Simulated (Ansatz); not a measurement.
Nudged elastic band run: AlH$_{6}$OPSi

input.yaml

```yaml
crystal:
  periodic: [false, false, false]
  atoms:
    - { symbol: O, position_ang: [-2.10486, 0.698774, -0.748298] }
    - { symbol: Al, position_ang: [-0.586657, 1.370138, -0.274198] }
    - { symbol: Si, position_ang: [1.24435, -0.240536, -0.450516] }
    - { symbol: P, position_ang: [0.923644, -2.019536, 1.005864] }
    - { symbol: H, position_ang: [-2.953831, 1.170682, -0.696119] }
    - { symbol: H, position_ang: [-0.534331, 2.857454, 0.308111] }
    - { symbol: H, position_ang: [1.359578, -0.858319, -1.818369] }
    - { symbol: H, position_ang: [2.593687, 0.333975, -0.111001] }
    - { symbol: H, position_ang: [-0.464419, -2.184514, 0.651872] }
    - { symbol: H, position_ang: [0.606039, -1.179318, 2.135654] }
basis:
  gaussian: { orbitals: def2-SVP }
hamiltonian:
  xc: blyp
  dispersion: d4
neb:
  order_check: false
  images: 6
  f_tol: 0.05
  max_iterations: 60
  climbing: false
  final_atoms:
    - { symbol: O, position_ang: [-2.16488206, 0.8308198, -0.11162294] }
    - { symbol: Al, position_ang: [-0.63540168, 1.49230827, -0.55950749] }
    - { symbol: Si, position_ang: [1.18801943, -0.08596184, -0.11178041] }
    - { symbol: P, position_ang: [0.40653852, -1.6208585, 1.42546419] }
    - { symbol: H, position_ang: [-3.01791985, 1.28915376, -0.2003651] }
    - { symbol: H, position_ang: [-0.56526873, 2.96506736, -1.18216706] }
    - { symbol: H, position_ang: [1.68576937, -0.7303805, -1.38257952] }
    - { symbol: H, position_ang: [2.37845029, 0.5943467, 0.51225685] }
    - { symbol: H, position_ang: [-0.57279922, -2.15270747, 0.51413714] }
    - { symbol: H, position_ang: [1.38069393, -2.63298759, 1.09916435] }
  initial_path:
    images:
      - { positions_ang: [[-2.10486, 0.698774, -0.748298], [-0.586657, 1.370138, -0.274198], [1.24435, -0.240536, -0.450516], [0.923644, -2.019536, 1.005864], [-2.953831, 1.170682, -0.696119], [-0.534331, 2.857454, 0.308111], [1.359578, -0.858319, -1.818369], [2.593687, 0.333975, -0.111001], [-0.464419, -2.184514, 0.651872], [0.606039, -1.179318, 2.135654]] }
      - { positions_ang: [[-2.14398502, 0.78117755, -0.81668102], [-0.58857232, 1.39441915, -0.32534883], [1.17994464, -0.23720035, -0.41326094], [0.78648859, -1.95331575, 1.03232832], [-2.89876509, 1.06055607, -0.55084631], [-0.44740396, 2.89122407, 0.20622808], [1.33903498, -0.84887195, -1.76387735], [2.52443328, 0.34231017, -0.02910711], [-0.40015179, -2.30848365, 0.47980636], [0.7321767, -1.17301532, 2.18375881]] }
      - { positions_ang: [[-2.18311004, 0.8635811, -0.88506403], [-0.59048764, 1.41870029, -0.37649967], [1.11553928, -0.2338647, -0.37600588], [0.64933318, -1.8870955, 1.05879265], [-2.84369919, 0.95043014, -0.40557363], [-0.36047693, 2.92499414, 0.10434517], [1.31849196, -0.8394249, -1.70938571], [2.45517956, 0.35064534, 0.05278678], [-0.33588459, -2.43245329, 0.30774071], [0.8583144, -1.16671263, 2.23186361]] }
      - { positions_ang: [[-2.22223506, 0.94598466, -0.95344705], [-0.59240296, 1.44298144, -0.4276505], [1.05113393, -0.23052904, -0.33875082], [0.51217777, -1.82087525, 1.08525697], [-2.78863328, 0.84030422, -0.26030094], [-0.27354989, 2.95876422, 0.00246225], [1.29794895, -0.82997785, -1.65489406], [2.38592584, 0.35898051, 0.13468066], [-0.27161738, -2.55642294, 0.13567507], [0.9844521, -1.16040995, 2.27996842]] }
      - { positions_ang: [[-2.23080964, 0.96484834, -0.86249347], [-0.59936649, 1.46043433, -0.468409], [1.0430867, -0.20844702, -0.29036002], [0.43830556, -1.76392133, 1.14519985], [-2.79778883, 0.85722876, -0.18947896], [-0.27796957, 2.97413755, -0.21043461], [1.34454771, -0.81170092, -1.59263842], [2.35517774, 0.39617646, 0.2237175], [-0.28710027, -2.55187915, 0.11599866], [1.09511709, -1.36807703, 2.13189847]] }
      - { positions_ang: [[-2.20883378, 0.92017216, -0.61220329], [-0.61137822, 1.47105898, -0.49877516], [1.09139761, -0.16761863, -0.23083349], [0.42771654, -1.71623372, 1.2386213], [-2.87116583, 1.00120376, -0.19310767], [-0.37373596, 2.97111416, -0.53434543], [1.45828827, -0.78459412, -1.52261879], [2.36293525, 0.46223321, 0.31989728], [-0.38233325, -2.41882192, 0.24871149], [1.19030937, -1.78971388, 1.78765376]] }
      - { positions_ang: [[-2.18685792, 0.87549598, -0.36191311], [-0.62338995, 1.48168363, -0.52914133], [1.13970852, -0.12679023, -0.17130695], [0.41712753, -1.66854611, 1.33204274], [-2.94454284, 1.14517876, -0.19673639], [-0.46950234, 2.96809076, -0.85825624], [1.57202882, -0.75748731, -1.45259915], [2.37069277, 0.52828995, 0.41607707], [-0.47756624, -2.28576469, 0.38142431], [1.28550165, -2.21135073, 1.44340905]] }
      - { positions_ang: [[-2.16488206, 0.8308198, -0.11162294], [-0.63540168, 1.49230827, -0.55950749], [1.18801943, -0.08596184, -0.11178041], [0.40653852, -1.6208585, 1.42546419], [-3.01791985, 1.28915376, -0.2003651], [-0.56526873, 2.96506736, -1.18216706], [1.68576937, -0.7303805, -1.38257952], [2.37845029, 0.5943467, 0.51225685], [-0.57279922, -2.15270747, 0.51413714], [1.38069393, -2.63298759, 1.09916435]] }
```

Run as:

```bash
$ ansatz run input.yaml --threads 2 --pin off --max-ram 3072MiB --backend cpu --events-out ev --progress --plain --runs-dir out
```

Output, in part (warnings, iteration lines, the closing report on the highest movable image, with atoms numbered from 0):

```
NEB end point (image 0): max|allowed force component| = 1.379e-2 eV/Å (the criterion of neb.relax_end_points is 1.000e-2)
NEB end point (image 7): max|allowed force component| = 2.949e-2 eV/Å (the criterion of neb.relax_end_points is 1.000e-2)
NEB iter   1: max|band force component| = 3.097e1 eV/Å  barrier→ = 8.7384 eV  barrier← = 8.7329 eV  Δτ_max = 0.2000 Å  (225 SCF iters)
NEB iter   2: max|band force component| = 9.714e0 eV/Å  barrier→ = 2.2691 eV  barrier← = 2.2636 eV  Δτ_max = 0.2000 Å  (204 SCF iters)
NEB iter   3: max|band force component| = 5.384e0 eV/Å  barrier→ = 1.3583 eV  barrier← = 1.3528 eV  Δτ_max = 0.2000 Å  (192 SCF iters)
NEB iter   4: max|band force component| = 1.474e0 eV/Å  barrier→ = 1.2714 eV  barrier← = 1.2659 eV  Δτ_max = 0.1945 Å  (186 SCF iters)
NEB iter   5: max|band force component| = 1.276e0 eV/Å  barrier→ = 0.9880 eV  barrier← = 0.9825 eV  Δτ_max = 0.1953 Å  (185 SCF iters)
NEB iter   6: max|band force component| = 8.636e-1 eV/Å  barrier→ = 0.9743 eV  barrier← = 0.9688 eV  Δτ_max = 0.1977 Å  (188 SCF iters)
NEB iter   7: max|band force component| = 7.061e-1 eV/Å  barrier→ = 0.8733 eV  barrier← = 0.8678 eV  Δτ_max = 0.2000 Å  (176 SCF iters)
NEB iter   8: max|band force component| = 9.983e-1 eV/Å  barrier→ = 0.7193 eV  barrier← = 0.7138 eV  Δτ_max = 0.1003 Å  (173 SCF iters)
NEB iter   9: max|band force component| = 7.479e-1 eV/Å  barrier→ = 0.6545 eV  barrier← = 0.6489 eV  Δτ_max = 0.1001 Å  (171 SCF iters)
NEB iter  10: max|band force component| = 3.852e-1 eV/Å  barrier→ = 0.5903 eV  barrier← = 0.5848 eV  Δτ_max = 0.0998 Å  (171 SCF iters)
NEB iter  11: max|band force component| = 3.459e-1 eV/Å  barrier→ = 0.5362 eV  barrier← = 0.5307 eV  Δτ_max = 0.1005 Å  (170 SCF iters)
NEB iter  12: max|band force component| = 3.497e-1 eV/Å  barrier→ = 0.4948 eV  barrier← = 0.4893 eV  Δτ_max = 0.0499 Å  (172 SCF iters)
NEB iter  13: max|band force component| = 1.971e-1 eV/Å  barrier→ = 0.4961 eV  barrier← = 0.4906 eV  Δτ_max = 0.0501 Å  (175 SCF iters)
NEB iter  14: max|band force component| = 9.144e-2 eV/Å  barrier→ = 0.5040 eV  barrier← = 0.4985 eV  Δτ_max = 0.0592 Å  (178 SCF iters)
NEB iter  15: max|band force component| = 1.197e-1 eV/Å  barrier→ = 0.5095 eV  barrier← = 0.5040 eV  Δτ_max = 0.0298 Å  (177 SCF iters)
NEB iter  16: max|band force component| = 7.934e-2 eV/Å  barrier→ = 0.5171 eV  barrier← = 0.5116 eV  Δτ_max = 0.0297 Å  (179 SCF iters)
NEB iter  17: max|band force component| = 5.422e-2 eV/Å  barrier→ = 0.5246 eV  barrier← = 0.5190 eV  Δτ_max = 0.0297 Å  (169 SCF iters)
NEB iter  18: max|band force component| = 4.504e-2 eV/Å  barrier→ = 0.5321 eV  barrier← = 0.5266 eV  Δτ_max = 0.0000 Å  (349 SCF iters)
Total energy: -25899.21279446 eV, -951.7785150793 hartree
Atom 0 at    -2.132747     0.813195    -1.049201 Å, force     0.002087     0.018081     0.012759 eV/Å
Atom 1 at    -0.670975     1.377596    -0.320708 Å, force     0.022196    -0.046264     0.020644 eV/Å
Atom 2 at     1.203752    -0.183719    -0.528201 Å, force     0.021010    -0.101894    -0.129751 eV/Å
Atom 3 at     0.503461    -1.363127     1.257461 Å, force    -0.432695     1.272191     0.905735 eV/Å
Atom 4 at    -2.982605     1.280949    -0.970002 Å, force     0.008769    -0.025396     0.005365 eV/Å
Atom 5 at    -0.663157     2.764001     0.471765 Å, force     0.024135    -0.017005    -0.019622 eV/Å
Atom 6 at     1.530886    -0.824472    -1.847147 Å, force     0.061459    -0.103912    -0.060487 eV/Å
Atom 7 at     2.465674     0.419551     0.032704 Å, force    -0.030673    -0.003224    -0.027745 eV/Å
Atom 8 at    -0.624625    -2.178974     1.011415 Å, force     0.148203    -0.454104    -0.359858 eV/Å
Atom 9 at     1.453537    -2.156199     1.944914 Å, force     0.175508    -0.538473    -0.347039 eV/Å
Dipole moment:    -0.135866     0.051096    -0.072830 e Å
```

The forces met the threshold. No image climbed, so the highest image needn't sit at the top of the path. A band with more images between the same ends climbed to 0.85 eV, so this one has probably stepped over the top.

Final band (atoms are numbered from 1 in the order of the input):

```
image  path coordinate (Å)  energy (eV)  height of P4 over the plane of its neighbours (Å)
    0                 0.00         0.00                                              -0.88
    1                 0.80         0.01                                              -0.87
    2                 1.60         0.53                                              -0.49
    3                 2.40         0.53                                               0.43
    4                 3.21         0.05                                               0.84
    5                 4.01         0.02                                               0.87
    6                 4.81         0.01                                               0.87
    7                 5.61         0.01                                               0.87
```

The run took 3.5 min on 2 threads of Arm Neoverse V1, on a shared host, peak memory 0.14 GiB.
